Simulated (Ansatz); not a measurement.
A trace of molecular dynamics of ClGeH5O (8 atoms, charge 0, multiplicity 1).

Computed with RHF/def2-SVP in Ansatz 0.2.0.

* ensemble: NVE (velocity Verlet)
* starting velocities drawn for: 300 K
* seed: 9813

```tsv
time (fs)	T (K)	potential energy less start (eV)	conserved less start (meV/atom)
0.0	300	0.000	0.00
4.0	198	0.080	0.07
8.0	225	0.059	0.01
12.0	210	0.070	0.11
16.0	723	-0.328	0.04
20.0	1216	-0.712	-0.18
24.0	1483	-0.917	0.03
28.0	2196	-1.471	-0.10
32.0	2292	-1.544	0.09
36.0	2934	-2.044	-0.16
40.0	3083	-2.159	-0.13
44.0	3018	-2.107	0.09
48.0	3417	-2.418	-0.09
52.0	3212	-2.257	0.20
56.0	3639	-2.591	-0.16
60.0	3257	-2.292	0.13
64.0	3525	-2.502	-0.14
68.0	3343	-2.359	0.10
72.0	3316	-2.339	0.05
76.0	3423	-2.422	0.02
80.0	3393	-2.399	-0.03
84.0	3492	-2.476	-0.09
88.0	3298	-2.325	0.09
92.0	3334	-2.352	0.10
96.0	3516	-2.494	-0.02
100.0	3414	-2.416	-0.04
```

Can this run be trusted? Judge the integration.

The conserved energy stayed within 0.27 meV per atom of its start (net change -0.042 meV per atom), so the integration is sound. The system heated up, since it started high on the potential surface and ran downhill. A run of 0.1 ps of so small a system gives no equilibrium averages. The orbitals stay closed-shell, which can raise the energy where a bond breaks towards radicals; this wasn't checked here. The time step was 0.5 fs.

Time of the run: 3.9 min on 1 thread of INTEL(R) XEON(R) PLATINUM 8581C CPU @ 2.30GHz (Emerald Rapids), with other jobs on the host, peak memory 0.19 GiB.
